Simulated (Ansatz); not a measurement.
The first iterations of a band of ClH2InO2 + H2 (8 atoms, charge 0, multiplicity 1).

These are results of RKS PBE0/def2-SVP in Ansatz 0.2.0, not measurements.

```yaml
movable_images: 9
climbing_image: yes
spring: 5.0 eV/Å²
optimiser: quadratic models (default)
start_path: through a guess of the saddle point
force_threshold: 0.03 eV/Å
iteration_limit: 60
end_points: relaxed
```

Image 0:

```xyz
8
Properties=species:S:1:pos:R:3
In -0.147 -0.267 0.035
O -0.025 -0.539 2.006
H -0.900 -0.573 2.412
O 1.462 -0.339 -1.119
H 2.248 -0.541 -0.596
Cl -2.234 0.040 -0.966
H 0.254 2.438 0.781
H 0.230 1.998 1.406
```

Image 10:

```xyz
8
Properties=species:S:1:pos:R:3
In 0.259 0.850 -0.225
O -0.044 0.131 2.010
H -0.889 -0.320 1.824
O 1.817 -0.229 -0.842
H 1.568 -1.146 -1.006
Cl -1.800 -0.401 -0.421
H 0.204 2.549 -0.081
H -0.228 0.782 2.699
```

| iteration | highest image above the first end (eV) | largest band force component (eV/Å) |
| --- | --- | --- |
| 1 | 1.609 | 9.882 |
| 2 | 0.792 | 3.851 |
| 3 | 0.601 | 1.401 |
| 4 | 0.611 | 0.605 |

Q: Does the band converge within its limit, and where does its top end?

A: The forces met the threshold. It ended after 13 iterations with the highest image 0.615 eV above the first end. The profile has 2 maxima (images 1, 5) with wells between them (image 3): this band takes more than one step, which may be the mechanism or a detour left from its start path. A structure lower than the first end lies on the path between it and the top, so the climb from that side starts below the end, which may itself be a saddle point or a shallow side well. A vibrational analysis at the climbing image gives one clearly imaginary mode, 1156i cm⁻¹: a first-order saddle point. The orbitals stay closed-shell, which can raise the energy where a bond breaks towards radicals; this wasn't checked here.

The run took 5.4 min on 2 threads of Arm Neoverse V1, on a shared host, peak memory 0.21 GiB.
